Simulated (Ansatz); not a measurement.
Total energies of cis-[VF2(H2O)4]+ (VO4F2H8⁺) from Ansatz at r2SCAN-D4/def2-TZVP, gas phase (1 Eh = 27.2114 eV = 2625.5 kJ/mol). The reference geometry is relaxed at PBE0-D4/def2-SVP.

Cartesian coordinates in Å:
```
V -0.235 0.362 -0.101
F -1.493 0.396 -1.339
O 1.313 -0.327 1.214
H 1.147 -1.076 1.803
H 1.685 0.383 1.757
F -0.005 1.928 0.678
O 0.019 -1.706 -0.610
H 0.865 -1.983 -0.990
H -0.671 -2.034 -1.206
O 1.121 0.868 -1.618
H 1.649 1.663 -1.454
H 0.614 1.049 -2.426
O -1.675 -0.042 1.366
H -2.558 -0.229 1.011
H -1.777 0.749 1.918
```

```
           state   geometry  energy (Eh)
charge 1 triplet  reference  -1449.38129
charge 2 doublet  reference  -1448.91617
charge 0 quartet  reference  -1449.52797
```

Other spin states of the ions weren't run at this level and may lie lower.

Q: Work out the vertical ionisation energy to the doublet.

A: E(charge 2 doublet) − E(charge 1 triplet) = -1448.91617 − (-1449.38129) = 0.46512 Eh = 12.66 eV. For comparison, −ε of the highest occupied level of the spin that leaves is 8.95 eV at this level, 3.71 eV less.

Q: Work out the vertical electron affinity, to the quartet.

A: E(charge 1 triplet) − E(charge 0 quartet) = -1449.38129 − (-1449.52797) = 0.14668 Eh = 3.99 eV.

Q: Give the fundamental gap IE − EA, the Mulliken electronegativity (IE + EA)/2 and the hardness (IE − EA)/2.

A: From the values in Eh: IE − EA = 0.46512 − 0.14668 = 0.31844 Eh = 8.67 eV; (IE + EA)/2 = 8.32 eV; (IE − EA)/2 = 4.33 eV.

  The singlet lies 1.50 eV above the triplet at this level but is left out (at the level of its geometry, restricted singlet, unstable towards broken spin symmetry at other levels and untested here). With broken spin symmetry it lies 0.71 eV lower (⟨S²⟩ 0.92).
